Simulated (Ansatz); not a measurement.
Species: C4H6N2Si (charge 0, singlet). SMILES: c1ncc([SiH3])nc1
Geometry: optimised at B3LYP-D3(BJ)/def2-TZVP (Ansatz, a quantum-chemistry and plane-wave program).

Wanted: vertical ionisation energy (to the doublet state of charge +1; each state is the SCF solution reached for its spin; for the doublet the Hartree-Fock reference is unstable and T1 is 0.016; for the singlet the Hartree-Fock reference is unstable and T1 is 0.012), in eV. Valence correlation only, unless marked. UHF or UKS for open shells. No spin-orbit coupling. No relativistic terms. CBS marks a two-point X^-3 extrapolation of the correlation energy; Hartree-Fock from the larger set. The program attaches cautions to a run behind CCSD(T)/aug-cc-pV(D+d)Z: other roots.

```tsv
level	program	vertical ionisation energy (eV)
HF/aug-cc-pV(T+d)Z	Ansatz	8.42
HF/aug-cc-pV(Q+d)Z	Ansatz	8.42
PBE0/def2-TZVPD	Ansatz	9.17
BHLYP/def2-TZVPD	Ansatz	9.55
CAM-B3LYP/def2-TZVPD	Ansatz	9.47
wB97M-V/def2-TZVPD	Ansatz	9.52
RI-MP2/aug-cc-pV(Q+d)Z	Ansatz	10.70
RI-MP2/CBS(aug-cc-pV(T+d)Z,aug-cc-pV(Q+d)Z)	Ansatz	10.74
CCSD(T)/aug-cc-pV(D+d)Z	Ansatz	9.17
```
